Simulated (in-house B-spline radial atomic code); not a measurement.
Sr. Computed with a B-spline radial atomic code. Model: non-relativistic spherical atom: semilocal Troullier-Martins pseudo-atom, one channel per l, against all electrons, high spin, G0W0 and RPA with empty states to l = 8, local potential for every l without a channel, a model core (radius 0 = none) keeps its share of the functional.

Without relativity these are model numbers for so heavy an element.

What the tables leave out is listed at the end.

The pseudopotential gives back the lowest level of each angular momentum of its own functional in the configuration it was made in; a second state of the same l is only approximately right. Exact exchange, RPA and GW see the smooth pseudo-orbitals and miss the exchange with the core, for which the functional's share stands in. The column with an uncorrelated core keeps all orbitals and exact exchange, and so separates missing core correlation from pseudisation. Only the three outermost levels and the lowest empty one were computed. RPA here is direct RPA, with no exchange kernel, and its energies carry an (l + 1/2)⁻⁴ tail. A hybrid on a potential with a model core restores only its own semilocal share of the core's exchange.

Command:
```bash
python run_psgw.py task.json out
```
Settings (lengths in bohr, energies in hartree):
```
Z                      38
electrons              38
configuration          [Kr] 5s2
generated_in           [Kr] 5s2
functional             pbe,pbe
core_shells            6
radius_factor          1
core_correction        True
ion_configuration      [Kr] 5s1
```

Cost of the run: 69 s on 1 thread of Arm Neoverse N1 (shared host).

Given: made with PBE; model core radius 0.893 bohr; local radius 1.35 bohr; mean-field start PBE.

Valence shells of the generating configuration: 4s, 4p, 5s.

Channel: s 1.228, p 1.33, d 2.041 (radii in bohr).

Computed: largest level miss in the spin-unpolarised generating configuration 0.025 eV; valence RPA correlation energy pseudo -0.51892 hartree; all-electron RPA polarisability, core included 140.82 bohr³; pseudo-atom RPA polarisability 139.02 bohr³; ionisation by mean-field all-electron 5.6181 eV; ionisation by mean-field pseudo minus all 0.035 eV; ionisation by RPA pseudo minus all 0.035 eV.

| level | occupied | mean-field all-electron (eV) | mean-field pseudo minus all (eV) | G0W0 all-electron (eV) | G0W0 uncorrelated core minus all (eV) | G0W0 pseudo minus all (eV) | exchange self-energy all-electron (eV) | exchange self-energy pseudo (eV) |
| --- | --- | --- | --- | --- | --- | --- | --- | --- |
| 5s | 1 | -3.4788 | -0.025 | -5.6626 | 0.023 | -0.032 | -6.7766 | -6.3459 |

**Question.** What is the ionisation by RPA all-electron?

**Answer.** 6.0537 eV.

**Question.** What is the valence RPA correlation energy all-electron orbitals?

**Answer.** -0.4894 hartree.

Given: mean-field start PBE0.

Computed: valence RPA correlation energy all-electron orbitals -0.44985 hartree; valence RPA correlation energy pseudo -0.47711 hartree; all-electron RPA polarisability, core included 121.82 bohr³; ionisation by mean-field all-electron 5.5366 eV; ionisation by RPA all-electron 5.8598 eV; ionisation by RPA pseudo minus all 0.013 eV.

```
     level  occupied  mean-field all-electron (eV)  mean-field pseudo minus all (eV)  G0W0 all-electron (eV)  G0W0 uncorrelated core minus all (eV)  G0W0 pseudo minus all (eV)  exchange self-energy all-electron (eV)  exchange self-energy pseudo (eV)
        5s         1                       -3.9936                            -0.013                 -5.7599                                  0.025                      -0.011                                 -6.6724                           -6.2414
5p (empty)         0                       -0.9469                            -0.012                -0.20841                                   0.01                      -0.013                                 -1.3862                           -1.2052
```

**Question.** What is the ionisation by mean-field pseudo minus all?

**Answer.** 0.013 eV.

**Question.** What is the pseudo-atom RPA polarisability?

**Answer.** 121.74 bohr³.

Among the listed levels the largest G0W0 shift of the pseudo-atom is -0.03 eV, for 5s on the PBE start, while leaving the core uncorrelated moves that level by +0.02 eV. The rest, -0.06 eV, comes from pseudisation and the lost core exchange. Not in the tables (levels of low weight, unsolved or above zero; the highest and the empty levels are kept at any weight): on PBE the G0W0 levels 4p (pseudo minus all -0.01 eV, weights 0.08 and 0.08), 4s (pseudo minus all +0.59 eV, weights 0.02 and 0.04), 4d (pseudo minus all +0.00 eV, weights 0.50 and 0.49); on PBE0 the G0W0 levels 4p (pseudo minus all +0.10 eV, weights 0.57 and 0.56), 4s (pseudo minus all +0.43 eV, weights 0.36 and 0.51); no Hartree-Fock pseudo-atom is run with a model core.
